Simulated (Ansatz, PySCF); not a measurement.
In(OH)(SeH)2 (H3InOSe2), SMILES [In]([SeH])([OH])[SeH]. Atoms are numbered in the order given.

```xyz
7

In     0.3263    -0.3956    -0.0230
O      1.6256    -1.9186    -0.1709
H      1.7424    -2.3967     0.6621
Se    -0.8548     0.1551     2.1598
H     -0.1769    -0.9587     2.8548
Se    -0.0146     0.8926    -2.1692
H     -0.9801     1.7957    -1.5098
```
Charge 0, spin multiplicity 1.

Coordinates come from a B3LYP-D3(BJ)/def2-SVP optimisation. The structure was generated by enumeration; whether it is a known compound was not checked. The def2 effective core potentials stand for the cores of In; spin–orbit coupling is left out. One conformer was computed; it need not be the lowest.

Two levels are set side by side: PBE-D3(BJ)/def2-SVP (Ansatz, a first-principles code) and B3LYP-D3(BJ)/def2-SVP (Ansatz). Each level has its own optimised geometry; the coordinates shown are those of the second. Frequencies come from the Hessian of PySCF at each geometry. Differences are taken from unrounded values.

| quantity | B3LYP-D3(BJ) |
|---|---|
| mean bond length (Å) | 1.833 |
| bond In1–O2 (Å) | 2.007 |
| bond In1–Se4 (Å) | 2.542 |
| bond In1–Se6 (Å) | 2.526 |
| bond O2–H3 (Å) | 0.968 |
| bond Se4–H5 (Å) | 1.478 |
| bond Se6–H7 (Å) | 1.477 |
| highest harmonic wavenumber (cm⁻¹) | 3824 |
| mean harmonic wavenumber (cm⁻¹) | 832 |
| zero-point energy (kcal/mol) | 17.84 |

What does PBE-D3(BJ) give, and how far is it from B3LYP-D3(BJ)? (An estimate is asked for; the answer gives what the named calculation found.)


```
quantity                            PBE-D3(BJ)  PBE-D3(BJ) minus B3LYP-D3(BJ)
----------------------------------  ----------  -----------------------------
mean bond length (Å)                     1.842                          0.009
bond In1–O2 (Å)                          2.023                          0.015
bond In1–Se4 (Å)                         2.547                          0.004
bond In1–Se6 (Å)                         2.530                          0.003
bond O2–H3 (Å)                           0.977                          0.009
bond Se4–H5 (Å)                          1.487                          0.009
bond Se6–H7 (Å)                          1.487                          0.009
highest harmonic wavenumber (cm⁻¹)        3708                           -116
mean harmonic wavenumber (cm⁻¹)            810                            -22
zero-point energy (kcal/mol)             17.37                          -0.47
```

Exact exchange shortens and stiffens bonds; PBE has none. Differences between two approximate levels are no errors against the true value.
